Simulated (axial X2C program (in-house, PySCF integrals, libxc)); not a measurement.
# Worked dissociation energy of WCl⁺: MP2, scalar-relativistic

Computed with an axial X2C code built on PySCF integrals. Spin-free means the one-electron spin-free X2C Hamiltonian. Basis: W dyall-cv3z [13s14p9d7f4g], Cl dyall-av3z [9s8p3d2f] (cores contracted in-house); Gaussian nuclei, density fitting, unrestricted open shells. Masses: W 183.951 u, Cl 34.969 u.

Molecular state: M_S = 2, Λ = 1 (beyond evenly filled blocks: σα, π+α, δ+α, δ-α).

Correlated methods: 12 electrons correlated (number of frozen shells: W 5 s, 4 p, 2 d, 1 f; Cl 2 s, 1 p), 314 virtual spin orbitals or spinors in MP2.

| Item | Value |
| --- | --- |
| E(W+) (2M_S = 5, M_L = 0) | -16138.241412 hartree |
| E(Cl) (2M_S = 1, M_L = 1) | -461.066971 hartree |
| E(WCl⁺) at Re | -16599.451646 hartree |
| ωe | 477.2 cm⁻¹ |
| ωexe | 1.17 cm⁻¹ |

**Question.** Work out De and D0.

**Answer.** De = -16138.241412 + (-461.066971) − (-16599.451646) = 0.14326 hartree = 3.898 eV. The zero-point energy is ωe/2 − ωexe/4 = 238 cm⁻¹ = 0.030 eV, so D0 = 3.869 eV.

One determinant describes the state; a PBE0 search over occupations chose it and may have missed a lower one. De is counted from the lowest determinant-based energies of the atoms at the same level, without counterpoise correction. Some points did not converge and are left out. With the outer-core shells frozen, correlated bond lengths of heavy atoms tend to come out a few hundredths of an ångström too long.

Each atomic determinant is the lowest at this level and need not be a pure term. Totals compare only within one Hamiltonian and basis.
